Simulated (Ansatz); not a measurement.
A run on BFH$_{3}$NSe, SMILES `NB(F)[SeH]` with other settings.

```yaml
crystal:
  periodic: [false, false, false]
  atoms:
    - {symbol: N, position_ang: [-0.626112, 0.736116, 0.832028]}
    - {symbol: B, position_ang: [0.183786, -0.194412, 0.153060]}
    - {symbol: F, position_ang: [1.100223, -1.024755, 0.630961]}
    - {symbol: Se, position_ang: [-0.074451, -0.268037, -1.910915]}
    - {symbol: H, position_ang: [-1.245221, 1.175043, 0.482084]}
    - {symbol: H, position_ang: [-0.473470, 0.775198, 1.861491]}
    - {symbol: H, position_ang: [0.985529, -1.487915, -2.074026]}
basis:
  gaussian: {orbitals: ANO-RCC-VTZP}
hamiltonian: {xc: {name: PBE0}, dispersion: d4}
```

```sh
$ ansatz run in.yaml --threads 2 --pin off --events-out ev --progress --plain --max-ram 4352MiB
```

Shortened log:

```
Functional definition: PBE0
  name "PBE0"
  cite "Adamo & Barone, J. Chem. Phys. 110, 6158 (1999) doi:10.1063/1.478522"
  cite "Perdew, Burke & Ernzerhof, Phys. Rev. Lett. 77, 3865 (1996) doi:10.1103/PhysRevLett.77.3865"
  parent pbe
  parameter a = 0.25
  parameter kappa = 0.804
  parameter beta = 0.06672455060314922
  exchange = (1 - a)*pbe_x(kappa = kappa, mu = beta*pi^2/3) + a*exact_x
  correlation = pbe_c(beta = beta)
1355 factors; their error is unknown
mean field evaluation 1: about -71041.1032 eV, gradient 6.2e1 eV
mean field evaluation 2: about -71034.6485 eV, gradient 8.0e1 eV
mean field evaluation 4: about -71047.7121 eV, gradient 4.2e0 eV
mean field evaluation 8: about -71047.7402 eV, gradient 3.8e-2 eV
mean field evaluation 16: about -71047.9553 eV, gradient 3.8e-5 eV
mean field -71047.95525308 eV, -2610.9641975169 hartree, gradient 3.8e-5 eV, S^2 0.000000; 0 other end points of the search recorded, 0 dependent functions left out
reference -71047.95529436 eV, -2610.9641990340 hartree; 29, 29 occupied and 146, 146 virtual orbitals, 1355 factors
Total energy: -71048.06247518 eV, -2610.9681378566 hartree
Relativity: scalar
```

Run time 4.6 s (2 threads of an AMD EPYC 7R32 on a shared host); peak host memory 0.38 GiB.
